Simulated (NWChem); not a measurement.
BBrClF; SMILES FB(Cl)Br

Computed with NWChem. The geometry was optimised at PBE-D3(BJ)/def2-SVP. Level r2SCAN/def2-SVP: energy and gradient on several grids; changes count from the extra-fine grid, which is no exact limit either.

```tsv
grid	size of the energy change (μHa)	largest change of a gradient component (μHa/bohr)
xcoarse	2000	300
coarse	300	300
medium	30	50
fine	< 10	< 30
xfine	< 10	< 30
```
